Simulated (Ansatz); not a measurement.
Species: C$_{3}$H$_{3}$F, charge 0, singlet. C3H3F (1-fluoropropa-1,2-diene, SMILES C(=C)=CF).
B3LYP-D3(BJ)/def2-TZVP minimum from Ansatz (an electronic-structure program):
```xyz
7

C     -1.8617    -0.2337    -0.0659
C     -0.5626    -0.2506    -0.1046
C      0.7338    -0.3047    -0.1606
F      1.5217     0.7013     0.2939
H     -2.4482     0.1702    -0.8849
H     -2.4086    -0.6172     0.7893
H      1.3043    -1.1309    -0.5626
```

Total energies in cc-pVDZ, 22 correlated electrons, 4 frozen orbitals. UHF or UKS for unpaired electrons; spin-orbit terms are left out. Cores are frozen in correlated methods. No relativity. The restricted determinant of C3H3F (C=C=CF, singlet) is unstable towards broken spin symmetry in at least one set run.

```
method    program  energy (Eh)  minus CCSDT(Q) (mEh)
--------  -------  -----------  --------------------
HF         Ansatz   -214.71656                623.74
MP2        Ansatz   -215.28580                 54.49
CCSD       Ansatz   -215.31796                 22.33
CCSD(T)    Ansatz   -215.33772                  2.58
CCSDT(Q)   Ansatz   -215.34029                  0.00
```

Rough core times of Ansatz's runs on a shared machine: CCSD(T) under 20 s, CCSDT(Q) 9 min.
